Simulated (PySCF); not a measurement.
# Computed properties of C2H10N2Si2, SMILES C/C(=N\[SiH3])[SiH2]N

C2H10N2Si2, SMILES C/C(=N\[SiH3])[SiH2]N. The structure is a stationary point at B3LYP-D3(BJ)/def2-SVP. The structure was generated by enumeration; whether it is a known compound was not checked. Other conformers were not sampled. All values are computed for the isolated molecule unless a solvent is named; none is compared with measurement here.

**Structure.** All 42 harmonic modes at B3LYP-D3(BJ)/def2-SVP (PySCF) are real, so it is a minimum. With heavy atoms numbered as in [CH3:1]/[C:2](=[N:3]\[SiH3:4])[SiH2:5][NH2:6], the shortest bond between them is C2–N3 at 1.275 Å and the longest C2–Si5 at 1.924 Å.

**Vibrations.** The strongest infrared lines (harmonic, unscaled, degenerate partners summed) lie at 923 cm⁻¹ (443 km/mol, H 77 %, Si 12 %), 1734 cm⁻¹ (202 km/mol, C 53 %, N 45 %), 968 cm⁻¹ (181 km/mol, H 75 %, C 17 %). The softest mode is at 56 cm⁻¹ and the zero-point energy is 72.9 kcal/mol.

**Electronic structure.** r2SCAN/def2-TZVP (PySCF) places the frontier levels at -5.59 and -1.93 eV, a gap of 3.66 eV, and gives a dipole moment of 0.96 D and a mean polarisability of 96.9 bohr³. PBE/def2-TZVP (PySCF) at the same geometry gives -5.38 and -2.11 eV, so its gap is 0.39 eV narrower. An orbital gap is neither the optical nor the fundamental gap.

**Excitations.** TDA-ωB97X/def2-SVPD (PySCF) has S1 at 3.82 eV (325 nm, f = 0.002, weak); the most intense of the 6 singlets computed lies at 6.43 eV (f = 0.04). T1 (TDA) is at 3.22 eV, 0.60 eV under S1. TDA-PBE/def2-SVPD (PySCF) puts S1 at 3.53 eV. No vertical singlet excitation falls in the visible range (under 3.1 eV).

**NMR.** GIAO shifts at PBE0/pcSseg-1 (PySCF) (non-relativistic, atoms alike by connectivity averaged): ¹³C from 33.0 to 215.9 ppm against TMS; ¹H from 0.8 to 5.3 ppm against TMS; ²⁹Si from -71.9 to -55.6 ppm against TMS.
